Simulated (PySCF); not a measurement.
B(Br)(NH2)2 (BBrH4N2), SMILES NB(N)Br. The structure is a stationary point at PBE-D3(BJ)/def2-SVP. The structure was generated by enumeration, and PubChem lists no compound with its InChIKey, so it may never have been made. One conformer was computed; it need not be the lowest.

Calculation: PBE-D3(BJ)/def2-SVP run with PySCF.

Harmonic wavenumbers (cm⁻¹): 273, 273, 303, 320, 346, 481, 516, 560, 815, 899, 1180, 1398, 1525, 1557, 3535, 3540, 3648, 3649. Rotational constants (GHz): 8.853, 2.847, 2.154; symmetry number 2.

Q: Work out the zero-point energy and the ideal-gas rigid-rotor harmonic-oscillator thermochemistry at 298.15 K and 1 atm.

A: ZPE = ½ Σ hcν = ½ × 24819 cm⁻¹ = 35.48 kcal/mol. H − E(el) = 39.66 kcal/mol. Entropy in cal/(mol K): translation 40.33, rotation 24.81, vibration 9.32, total 74.46. G − E(el) = 17.46 kcal/mol. Cp = 21.49 cal/(mol K).
